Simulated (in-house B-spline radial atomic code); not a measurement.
## BHandHLYP excitations of the thallium ion Tl⁺

Method: BHandHLYP. Computed with an all-electron radial atomic-structure program (B-spline basis): linear response of the closed shell [Xe] 4f14 5d10 6s2 with the functional's adiabatic kernel; scalar-relativistic (spin-free one-electron X2C), finite nucleus, no spin-orbit coupling, no double excitations, S, P, D and F terms only; shells from n = 4 respond. Only terms of natural parity with L up to 3 were computed.

Spin-orbit coupling is strong here, so these LS terms don't match observed levels.

Command:
```bash
python run_td.py task.json out
```
Settings (radii: box in bohr, nucleus in fm):
```
Z                        81
electrons                80
configuration            [Xe] 4f14 5d10 6s2
hamiltonian              x2c
method                   bhandhlyp
box_radius               41.61
rms_radius               5.4759
intervals                74
```

Cost of the run: 8.1 s on 1 thread of Arm Neoverse N1, with other jobs on the host.

The lowest states, in the order of their Tamm-Dancoff energies; the method's threshold (minus the highest occupied level) is 17.952 eV. Labels give the largest channel, * marks a mixed state, and oscillator strengths are full-response dipole values. Measured ¹D terms are left out, since they can mix with doubly excited terms. Semilocal kernels can invert the small singlet-triplet splittings of Rydberg terms. Energies in eV:

```json
{"state": "6s → 6p 3P", "full response": "6.691", "Tamm-Dancoff": "6.826", "oscillator strength": "-", "measured (J-weighted term)": "7.098"}
{"state": "6s → 6p 1P", "full response": "?", "Tamm-Dancoff": "?", "oscillator strength": "?", "measured (J-weighted term)": "?"}
{"state": "6s → 7s 3S", "full response": "12.366", "Tamm-Dancoff": "12.370", "oscillator strength": "-", "measured (J-weighted term)": "13.047"}
{"state": "6s → 7s 1S", "full response": "12.657", "Tamm-Dancoff": "12.681", "oscillator strength": "-", "measured (J-weighted term)": "13.390"}
{"state": "6s → 6d 3D", "full response": "13.716", "Tamm-Dancoff": "13.718", "oscillator strength": "-", "measured (J-weighted term)": "14.452"}
{"state": "6s → 6d 1D", "full response": "13.768", "Tamm-Dancoff": "13.772", "oscillator strength": "-", "measured (J-weighted term)": "-"}
{"state": "6s → 7p 3P", "full response": "14.080", "Tamm-Dancoff": "14.097", "oscillator strength": "-", "measured (J-weighted term)": "14.992"}
{"state": "6s → 7p 1P", "full response": "14.217", "Tamm-Dancoff": "14.236", "oscillator strength": "0.00134", "measured (J-weighted term)": "-"}
{"state": "5d → 6p 3P", "full response": "14.848", "Tamm-Dancoff": "14.893", "oscillator strength": "-", "measured (J-weighted term)": "-"}
{"state": "5d → 6p 3F", "full response": "?", "Tamm-Dancoff": "?", "oscillator strength": "-", "measured (J-weighted term)": "-"}
```

Q: Where does 6s → 6p 1P lie?

A: At 8.791 eV in full response, 9.053 eV in Tamm-Dancoff, oscillator strength 1.42; measured 9.381 eV.

Q: Where does 5d → 6p 3F lie?

A: At 14.999 eV in full response, 15.053 eV in Tamm-Dancoff.

Q: How large is the singlet-triplet splitting of 6s → 6p (P terms) in Tamm-Dancoff?

A: 2.23 eV, from the unrounded values.

Q: What polarisabilities and dispersion coefficient does the method give?

A: Dipole 21.29 bohr³, quadrupole 98.18 bohr⁵, C6 171.2 hartree·bohr⁶ for two such species.
